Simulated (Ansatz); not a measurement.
Gas-phase electronic energies from Ansatz, PBE0-D4/def2-TZVP geometries. CCSD(T)/CBS is the MP2 limit (def2-TZVPP, def2-QZVPP) plus CCSD(T) − MP2 in def2-TZVPP, frozen cores. This one scheme is used for every species. Functionals use def2-TZVPP. B3LYP here is the variant with VWN-RPA as its local correlation; programs differ in this. Each species was taken in one conformer, which may not be the lowest.

Consider the ligand exchange at a B–N bond: `NB[SiH2][SiH3]` + `[OH][AlH2]` → `[AlH2][O]B[SiH2][SiH3]` + NH₃.

`NB[SiH2][SiH3]`:

```xyz
12

N     1.826    0.773   -1.393
B     1.344    0.616   -0.103
Si   -0.628    0.725    0.294
Si   -1.465   -1.396    0.829
H     1.241    0.976   -2.186
H     2.804    0.699   -1.626
H     2.139    0.382    0.764
H    -1.412    1.240   -0.871
H    -0.907    1.622    1.453
H    -0.739   -1.965    1.997
H    -2.915   -1.346    1.162
H    -1.287   -2.327   -0.321
```

`[OH][AlH2]`:

Z-matrix (Å, degrees):
```
Al
O 1 1.696
H 1 1.585 2 119.7
H 1 1.577 2 116.0 3 -180.0
H 2 0.956 1 123.4 3 -0.0
```

`[AlH2][O]B[SiH2][SiH3]`:

Cartesian coordinates in Å:
```
Al -1.997 1.945 -1.530
O -1.591 0.848 -0.311
B -1.217 0.004 0.650
Si 0.718 -0.044 1.277
Si 1.864 -1.641 -0.001
H -2.527 3.354 -1.069
H -1.812 1.454 -3.015
H -2.032 -0.763 1.103
H 1.407 1.266 1.076
H 0.850 -0.427 2.713
H 3.295 -1.745 0.396
H 1.806 -1.271 -1.443
H 1.236 -2.981 0.155
```

NH₃:

```xyz
4

N     0.048    0.075   -0.267
H     0.879    0.167    0.305
H    -0.671    0.645    0.160
H    -0.255   -0.888   -0.198
```

```csv
level,ΔE (kcal/mol)
PBE0,2.7
B3LYP,1.5
MP2/def2-QZVPP,2.1
MP2/CBS(def2),2.1
```

(1) What does CCSD(T)/CBS give? (Estimate.)

Largest T1 diagnostic among the species: 0.015.

Results:

(1) Computed: +1.6 kcal/mol. The listed levels differ from it by 1.1, -0.1, 0.5, 0.5 kcal/mol.

In def2-TZVPP, CCSD(T) changes the Hartree–Fock value by +2.9 kcal/mol (the triples alone add +0.3 kcal/mol) and MP2 by +3.4 kcal/mol.
